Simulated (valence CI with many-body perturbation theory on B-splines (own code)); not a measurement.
**Energy levels of Hg30+**

Method: valence CI with perturbative core correlation (CI+MBPT): four valence electrons over a frozen Dirac-Fock core [Kr] 4d10, radial functions for each j: 7 s, 7 p, 7 d, 7 f, 4 g, 2 h, with the one-electron correlation potential Σ1, the two-electron term Σ2, the three-electron term Σ3, Breit, model QED; selected CI, second order for the rest, scaled by the run's own slope (own B-spline code, finite nucleus).

The last digits are not significant, and no measured levels were compared; by estimate large intervals hold to a few tenths of a per cent, small ones and those within an open d or f shell to about a per cent. Excitations out of the core, of the other parity, are not computed and may begin above about 190 eV (a cautious bound); beyond it only levels of the ground parity were kept, without lifetimes.

Levels 46 to 90 of 149, with energies above the lowest level, (4f5/2^4) J=4. "Leading %" is the weight of the configuration and term that name the level; weights of strongly mixed levels are sums over their largest components and can fall short. In the jj column 3d3/2^4 stands for four electrons in 3d with j = 3/2.

| No. | Configuration | Term | J | E (eV) | Leading % | Second component | Leading jj |
| --- | --- | --- | --- | --- | --- | --- | --- |
| 46 | 4f⁴ | ³K | 6 | 19.798 | 40 | 19 % 4f⁴ ⁵G | 4f5/2^3 4f7/2 (39 %) |
| 47 | 4f⁴ | ³F | 3 | 19.865 | 63 | 17 % 4f⁴ ³G | 4f5/2^2 4f7/2^2 (51 %) |
| 48 | 4f⁴ | ³I | 5 | 20.293 | 31 | 25 % 4f⁴ ³G | 4f5/2 4f7/2^3 (54 %) |
| 49 | 4f⁴ | ³H | 5 | 20.423 | 56 | 19 % 4f⁴ ¹H | 4f5/2^2 4f7/2^2 (82 %) |
| 50 | 4f⁴ | ³F | 2 | 20.545 | 39 | 33 % 4f⁴ ³P | 4f5/2 4f7/2^3 (79 %) |
| 51 | 4f⁴ | ³D | 1 | 20.626 | 55 | 35 % 4f⁴ ³P | 4f5/2 4f7/2^3 (96 %) |
| 52 | 4f⁴ | ³L | 9 | 20.749 | 65 | 35 % 4f⁴ ³M | 4f5/2 4f7/2^3 (98 %) |
| 53 | 4f⁴ | ³H | 4 | 20.923 | 45 | 24 % 4f⁴ ¹G | 4f5/2^3 4f7/2 (53 %) |
| 54 | 4f⁴ | ³F | 3 | 21.195 | 58 | 26 % 4f⁴ ³D | 4f5/2 4f7/2^3 (81 %) |
| 55 | 4f⁴ | ³G | 3 | 21.867 | 53 | 19 % 4f⁴ ⁵D | 4f5/2^2 4f7/2^2 (54 %) |
| 56 | 4f⁴ | ³H | 6 | 22.033 | 37 | 25 % 4f⁴ ³I | 4f5/2 4f7/2^3 (43 %) |
| 57 | 4f⁴ | ³G | 4 | 22.368 | 58 | 16 % 4f⁴ ¹G | 4f5/2^2 4f7/2^2 (62 %) |
| 58 | 4f⁴ | ³F | 2 | 22.783 | 64 | 21 % 4f⁴ ¹D | 4f5/2^2 4f7/2^2 (57 %) |
| 59 | 4f⁴ | ³K | 8 | 22.879 | 52 | 47 % 4f⁴ ¹L | 4f5/2^2 4f7/2^2 (96 %) |
| 60 | 4f⁴ | ³P | 0 | 22.884 | 44 | 38 % 4f⁴ ⁵D | 4f5/2^2 4f7/2^2 (72 %) |
| 61 | 4f⁴ | ³G | 5 | 22.940 | 53 | 40 % 4f⁴ ³H | 4f5/2 4f7/2^3 (48 %) |
| 62 | 4f⁴ | ¹G | 4 | 22.946 | 44 | 25 % 4f⁴ ³H | 4f5/2 4f7/2^3 (59 %) |
| 63 | 4f⁴ | ³K | 7 | 23.184 | 64 | 28 % 4f⁴ ³I | 4f5/2^2 4f7/2^2 (74 %) |
| 64 | 4f⁴ | ³I | 5 | 23.392 | 48 | 24 % 4f⁴ ³H | 4f5/2 4f7/2^3 (35 %) |
| 65 | 4f⁴ | ¹K | 7 | 23.636 | 54 | 34 % 4f⁴ ³I | 4f5/2 4f7/2^3 (70 %) |
| 66 | 4f⁴ | ³H | 6 | 23.940 | 43 | 32 % 4f⁴ ¹I | 4f5/2 4f7/2^3 (54 %) |
| 67 | 4f⁴ | ¹D | 2 | 24.187 | 60 | 17 % 4f⁴ ³D | 4f5/2 4f7/2^3 (73 %) |
| 68 | 4f⁴ | ³K | 8 | 24.258 | 38 | 32 % 4f⁴ ¹L | 4f7/2^4 (80 %) |
| 69 | 4f⁴ | ³F | 4 | 24.715 | 41 | 20 % 4f⁴ ³H | 4f5/2 4f7/2^3 (66 %) |
| 70 | 4f⁴ | ¹N | 10 | 24.729 | 76 | 24 % 4f⁴ ³M | 4f5/2 4f7/2^3 (77 %) |
| 71 | 4f⁴ | ³F | 3 | 25.024 | 62 | 17 % 4f⁴ ¹F | 4f5/2^2 4f7/2^2 (47 %) |
| 72 | 4f⁴ | ³F | 4 | 25.311 | 43 | 29 % 4f⁴ ¹G | 4f5/2 4f7/2^3 (46 %) |
| 73 | 4f⁴ | ³H | 6 | 25.807 | 50 | 25 % 4f⁴ ³K | 4f5/2 4f7/2^3 (52 %) |
| 74 | 4f⁴ | ³P | 1 | 26.045 | 72 | 14 % 4f⁴ ⁵D | 4f5/2^2 4f7/2^2 (64 %) |
| 75 | 4f⁴ | ³G | 5 | 26.449 | 38 | 27 % 4f⁴ ³H | 4f5/2 4f7/2^3 (48 %) |
| 76 | 4f⁴ | ³G | 3 | 26.942 | 60 | 22 % 4f⁴ ³F | 4f5/2 4f7/2^3 (62 %) |
| 77 | 4f⁴ | ³I | 6 | 26.973 | 44 | 43 % 4f⁴ ¹I | 4f5/2^2 4f7/2^2 (53 %) |
| 78 | 4f⁴ | ³G | 4 | 27.235 | 41 | 27 % 4f⁴ ³H | 4f5/2 4f7/2^3 (53 %) |
| 79 | 4f⁴ | ¹D | 2 | 27.301 | 38 | 20 % 4f⁴ ³F | 4f7/2^4 (72 %) |
| 80 | 4f⁴ | ³D | 2 | 27.827 | 48 | 37 % 4f⁴ ³P | 4f5/2^2 4f7/2^2 (55 %) |
| 81 | 4f⁴ | ³H | 5 | 27.925 | 41 | 30 % 4f⁴ ³G | 4f5/2^2 4f7/2^2 (30 %) |
| 82 | 4f⁴ | ¹L | 8 | 28.227 | 52 | 46 % 4f⁴ ³K | 4f5/2 4f7/2^3 (92 %) |
| 83 | 4f⁴ | ³G | 3 | 28.843 | 48 | 26 % 4f⁴ ³D | 4f5/2^2 4f7/2^2 (48 %) |
| 84 | 4f⁴ | ³G | 5 | 29.006 | 52 | 18 % 4f⁴ ³I | 4f5/2 4f7/2^3 (50 %) |
| 85 | 4f⁴ | ³I | 7 | 29.319 | 74 | 21 % 4f⁴ ³K | 4f5/2 4f7/2^3 (90 %) |
| 86 | 4f⁴ | ¹D | 2 | 29.704 | 43 | 27 % 4f⁴ ³P | 4f5/2 4f7/2^3 (50 %) |
| 87 | 4f⁴ | ³F | 4 | 30.078 | 41 | 39 % 4f⁴ ¹G | 4f7/2^4 (38 %) |
| 88 | 4f⁴ | ¹I | 6 | 31.436 | 44 | 36 % 4f⁴ ³H | 4f5/2^2 4f7/2^2 (52 %) |
| 89 | 4f⁴ | ¹G | 4 | 31.652 | 40 | 22 % 4f⁴ ³H | 4f5/2^2 4f7/2^2 (54 %) |
| 90 | 4f⁴ | ¹F | 3 | 32.488 | 56 | 37 % 4f⁴ ³D | 4f5/2 4f7/2^3 (79 %) |

Where two levels of one J and parity lie close, their mixing, g and order are uncertain.
